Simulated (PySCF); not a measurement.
## Basis-set dependence of excited states

Compound: C₄H₁₂GeSi.
SMILES: `[SiH3][GeH2][CH]1CCC1`

TDDFT with PBE0 (PySCF), vertical singlets, core orbitals frozen in the response, spherical d and f functions. One conformer (not necessarily the lowest) at the PBE0-D3(BJ)/def2-SVP geometry, without solvent, vibrations or thermal averaging. The PBE0/6-31G* calculation is non-relativistic and has no spin–orbit coupling, an omission that weighs most on germanium.

Q: How do the low singlets change with the basis? Take 6-31G*, def2-SVP, def2-SVPD, aug-cc-pVDZ and def2-TZVP.

A: 

```csv
basis,functions,diffuse,S1 (eV),S2 (eV),S3 (eV),S4 (eV),S5 (eV),LUMO (eV),α (au)
6-31G*,130,no,7.27,7.41,7.52,7.69,7.98,0.75,91.9
def2-SVP,166,no,7.19,7.37,7.44,7.89,7.97,0.57,97.2
def2-SVPD,238,yes,6.85,7.13,7.16,7.19,7.34,0.23,108.0
aug-cc-pVDZ,263,yes,6.54,6.77,6.96,7.02,7.09,-0.16,110.2
def2-TZVP,281,no,6.95,7.13,7.21,7.48,7.56,0.38,106.1
```

States are compared by their number. Against the largest diffuse basis here (aug-cc-pVDZ, itself not a converged limit), sets without diffuse functions differ by up to 0.73 eV in S1 and 0.89 eV in S5; the smaller diffuse sets differ by up to 0.31 and 0.25 eV. State by state, the largest deviation of a set without diffuse functions is S1 0.73, S2 0.64, S3 0.55, S4 0.87, S5 0.89 eV. The same number needn't mean the same state in each row. Against aug-cc-pVDZ the polarisability deviates by -17% in 6-31G*, -12% in def2-SVP, -2% in def2-SVPD, -4% in def2-TZVP.
